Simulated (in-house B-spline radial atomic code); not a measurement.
Computed with a B-spline radial atomic code. Model: two electrons, singlet ground state, non-relativistic, full CI in B-splines with partial waves to l = 8 (at full coupling up to 3e-4 hartree above the limit, correlation up to 0.6 % small), density held at that of full coupling by Lieb maximisation.

W(λ) is the mean repulsion in the state of coupling λ less the Hartree energy of the fixed density. Its start is exact exchange, its initial slope is twice the second-order Görling-Levy correlation energy, and its area from 0 to 1 is E_xc. A straight curve means weak, dynamic correlation, and a curve that drops fast and flattens means strong correlation.

Command:
```bash
python run_ac.py task.json out
```
Settings (lengths in bohr, energies in hartree):
```
potential              coulomb
strength               0.5
lmax                   8
wall_radius            12
```

Cost of the run: 6.2 s on 1 thread of Intel(R) Xeon(R) Processor @ 2.30GHz, with other jobs on the host.

**W = mean repulsion less Hartree energy, and W of three functionals.**

Given: confinement point charge; nuclear charge 0.5; hard wall radius 12 bohr; external potential -Z/r.

Computed: LDA exchange minus exact 25.502 millihartree; SCAN exchange minus exact -1.7269 millihartree.

```json
{"coupling": "0", "W xc (hartree)": "-0.18948", "W xc minus exchange (millihartree)": "0", "kinetic minus Kohn-Sham (millihartree)": "0", "LDA (PW92) W minus its exchange (millihartree)": "0", "PBE W minus its exchange (millihartree)": "0", "SCAN W minus its exchange (millihartree)": "0"}
{"coupling": "0.02", "W xc (hartree)": "-0.19145", "W xc minus exchange (millihartree)": "-1.972", "kinetic minus Kohn-Sham (millihartree)": "0.02", "LDA (PW92) W minus its exchange (millihartree)": "-8.03", "PBE W minus its exchange (millihartree)": "-1.94", "SCAN W minus its exchange (millihartree)": "-1.81"}
{"coupling": "0.05", "W xc (hartree)": "-0.19422", "W xc minus exchange (millihartree)": "-4.745", "kinetic minus Kohn-Sham (millihartree)": "0.12", "LDA (PW92) W minus its exchange (millihartree)": "-15.19", "PBE W minus its exchange (millihartree)": "-4.81", "SCAN W minus its exchange (millihartree)": "-4.3"}
{"coupling": "0.12", "W xc (hartree)": "-0.19994", "W xc minus exchange (millihartree)": "-10.464", "kinetic minus Kohn-Sham (millihartree)": "0.6", "LDA (PW92) W minus its exchange (millihartree)": "-26.42", "PBE W minus its exchange (millihartree)": "-10.9", "SCAN W minus its exchange (millihartree)": "-9.4"}
{"coupling": "0.25", "W xc (hartree)": "-0.2084", "W xc minus exchange (millihartree)": "-18.921", "kinetic minus Kohn-Sham (millihartree)": "2.13", "LDA (PW92) W minus its exchange (millihartree)": "-39.84", "PBE W minus its exchange (millihartree)": "-20.14", "SCAN W minus its exchange (millihartree)": "-17.01"}
{"coupling": "0.4", "W xc (hartree)": "-0.21571", "W xc minus exchange (millihartree)": "-26.237", "kinetic minus Kohn-Sham (millihartree)": "4.49", "LDA (PW92) W minus its exchange (millihartree)": "-50.23", "PBE W minus its exchange (millihartree)": "-28.34", "SCAN W minus its exchange (millihartree)": "-23.8"}
{"coupling": "0.6", "W xc (hartree)": "-0.22285", "W xc minus exchange (millihartree)": "-33.377", "kinetic minus Kohn-Sham (millihartree)": "8.02", "LDA (PW92) W minus its exchange (millihartree)": "-60.01", "PBE W minus its exchange (millihartree)": "-36.64", "SCAN W minus its exchange (millihartree)": "-30.69"}
{"coupling": "0.8", "W xc (hartree)": "-0.22809", "W xc minus exchange (millihartree)": "-38.61", "kinetic minus Kohn-Sham (millihartree)": "11.65", "LDA (PW92) W minus its exchange (millihartree)": "-67.19", "PBE W minus its exchange (millihartree)": "-42.99", "SCAN W minus its exchange (millihartree)": "-35.96"}
{"coupling": "1", "W xc (hartree)": "?", "W xc minus exchange (millihartree)": "?", "kinetic minus Kohn-Sham (millihartree)": "?", "LDA (PW92) W minus its exchange (millihartree)": "?", "PBE W minus its exchange (millihartree)": "?", "SCAN W minus its exchange (millihartree)": "?"}
{"coupling": "1.4", "W xc (hartree)": "?", "W xc minus exchange (millihartree)": "?", "kinetic minus Kohn-Sham (millihartree)": "?", "LDA (PW92) W minus its exchange (millihartree)": "?", "PBE W minus its exchange (millihartree)": "?", "SCAN W minus its exchange (millihartree)": "?"}
{"coupling": "2", "W xc (hartree)": "-0.24335", "W xc minus exchange (millihartree)": "-53.874", "kinetic minus Kohn-Sham (millihartree)": "31.31", "LDA (PW92) W minus its exchange (millihartree)": "-89.68", "PBE W minus its exchange (millihartree)": "-63.81", "SCAN W minus its exchange (millihartree)": "-52.34"}
{"coupling": "3", "W xc (hartree)": "-0.24882", "W xc minus exchange (millihartree)": "-59.343", "kinetic minus Kohn-Sham (millihartree)": "44.72", "LDA (PW92) W minus its exchange (millihartree)": "-98.76", "PBE W minus its exchange (millihartree)": "-72.46", "SCAN W minus its exchange (millihartree)": "-58.25"}
{"coupling": "4.5", "W xc (hartree)": "-0.25345", "W xc minus exchange (millihartree)": "-63.975", "kinetic minus Kohn-Sham (millihartree)": "61.76", "LDA (PW92) W minus its exchange (millihartree)": "-107.05", "PBE W minus its exchange (millihartree)": "-80.42", "SCAN W minus its exchange (millihartree)": "-62.92"}
{"coupling": "7", "W xc (hartree)": "-0.25765", "W xc minus exchange (millihartree)": "-68.174", "kinetic minus Kohn-Sham (millihartree)": "85.35", "LDA (PW92) W minus its exchange (millihartree)": "-115.09", "PBE W minus its exchange (millihartree)": "-88.2", "SCAN W minus its exchange (millihartree)": "-66.63"}
{"coupling": "10", "W xc (hartree)": "-0.26048", "W xc minus exchange (millihartree)": "-71.005", "kinetic minus Kohn-Sham (millihartree)": "109.04", "LDA (PW92) W minus its exchange (millihartree)": "-120.81", "PBE W minus its exchange (millihartree)": "-93.75", "SCAN W minus its exchange (millihartree)": "-68.74"}
```

(1) What belongs in the row 1?

(2) What belongs in the row 1.4?

(3) What is the PBE exchange minus exact?

**Energy parts, natural occupations and partial-wave weights.**

Computed: total energy -0.0393 hartree; correlation energy -0.027372 hartree; kinetic part of the DFT correlation energy 0.015239 hartree; kinetic part over minus potential part 0.35763; Hartree energy 0.37895 hartree; Kohn-Sham kinetic 0.11377 hartree; Lieb Oxford ratio E_xc over LDA exchange 1.3225.

| natural | occupation of the shell (electrons) |
| --- | --- |
| s | 1.8166 |
| p | ? |
| s | 0.076315 |
| d | 0.00076865 |
| p | 0.00036529 |
| f | 7.8301e-05 |

(4) What belongs in the row p?

```
wave      weight
   s     0.94651
   p           ?
   d   0.0004036
   f  4.4119e-05
   g  9.1949e-06
```

(5) What belongs in the row p?

(6) What is the initial slope twice GL2?

(7) What is the exchange energy?

## Answers

(1) W xc (hartree): -0.23209; W xc minus exchange (millihartree): -42.611; kinetic minus Kohn-Sham (millihartree): 15.24; LDA (PW92) W minus its exchange (millihartree): -72.8; PBE W minus its exchange (millihartree): -48.07; SCAN W minus its exchange (millihartree): -40.12.

(2) W xc (hartree): -0.23783; W xc minus exchange (millihartree): -48.353; kinetic minus Kohn-Sham (millihartree): 22.05; LDA (PW92) W minus its exchange (millihartree): -81.15; PBE W minus its exchange (millihartree): -55.79; SCAN W minus its exchange (millihartree): -46.28.

(3) 2.5107 millihartree.

(4) occupation of the shell (electrons): 0.10568.

(5) weight: 0.053029.

(6) -0.10109 hartree.

(7) -0.18948 hartree.

Half-way to full coupling W has made 70 % of its drop, against 50 % for a straight line, and second-order (GL2) theory, half the initial slope, overshoots the correlation energy by about 85 %: correlation is strong. Over couplings 0 to 1 the errors in E_xc come to about +2.0 millihartree for LDA, -0.1 millihartree for PBE, +0.4 millihartree for SCAN. In LDA and PBE and SCAN the errors of exchange and correlation have opposite signs, so the sum is smaller than the larger of the two.
